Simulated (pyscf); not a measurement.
## `[O]=[Mo]([OH])([OH])[Cl]`, doublet

Gas-phase minimum from PySCF at ωB97X-D3(BJ)/def2-SVP, one conformer. Other isomers of [O=Mo(OH)(OH)–Cl]• were not searched in full and may lie lower. 

```xyz
7

O     -0.1707    -0.3514     1.9091
Mo    -0.6472    -0.5043     0.1150
O     -0.4547     0.8161    -0.8566
O     -2.4144    -1.1145    -0.0162
Cl     0.2765    -2.3496    -0.8769
H     -0.2827    -0.9804     2.6343
H     -2.6054    -1.9280    -0.5060
```
Charge 0, spin multiplicity 2.

Bond lengths (Å): O1–Mo2 1.863, O1–H6 0.966, Mo2–O3 1.651, Mo2–O4 1.874, Mo2–Cl5 2.290, O4–H7 0.969. Bond angles (°): Mo2–O1–H6 129.8, O1–Mo2–O3 118.1, O1–Mo2–O4 109.6, O1–Mo2–Cl5 112.3, O3–Mo2–O4 109.2, O3–Mo2–Cl5 110.0, O4–Mo2–Cl5 95.0, Mo2–O4–H7 119.7.

Properties at ωB97X-D3(BJ)/def2-SVP:

| Quantity | Value |
|---|---|
| Harmonic wavenumbers, unscaled | 108, 155, 163, 211, 272, 383, 422, 454, 541, 725, 744, 775, 1102, 3838, 3884 cm⁻¹ |
| Zero-point energy | 19.7 kcal/mol |
| Rotational symmetry number | 1 |
| Entropy of this conformer at 298 K and 1 atm, rigid rotor and harmonic oscillator, modes under 100 cm⁻¹ raised to 100 | 362.4 J/(mol K) |
| Dipole moment | 2.94 D |
| Spin expectation value S2 | 0.753 |

Single-point totals, which compare only within one level:

| level | total energy (hartree) |
|---|---|
| ωB97X-D3(BJ)/def2-TZVP | -755.61862 |
| PBE/def2-TZVP | -755.19690 |
| r²SCAN/def2-TZVP | -755.48207 |
| B3LYP-D3(BJ)/def2-TZVP | -755.61868 |
| PBE0-D3(BJ)/def2-TZVP | -755.16722 |
| M06-2X/def2-TZVP | -755.33033 |
| ωB97M-D3(BJ)/def2-TZVP | -755.61134 |

Soft torsions are taken as harmonic, which can shift the entropy by several J/(mol K). Open-shell species with a d-block atom are single-reference here; other states, and whether the spin sits on metal or ligand, were not checked. Elements past Kr carry the def2 core potentials, without spin-orbit coupling.
